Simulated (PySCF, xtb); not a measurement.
Mg(F)(NMe2) (C2H6FMgN), SMILES C[N](C)[Mg][F].

xtb with GFN2-xTB at its own geometry gives an orbital gap of 1.47 eV and a dipole moment of 3.44 D.

Geometry: B3LYP-D3(BJ)/def2-SVP. The structure was generated by enumeration; whether it is a known compound was not checked. Other conformers were not sampled.

Task: What does PBE0/def2-TZVP (PySCF) give? (Estimate from the structure and the level; the computed values follow.)

Result: gap 4.39 eV (levels -5.70 and -1.31 eV), dipole 1.73 D.
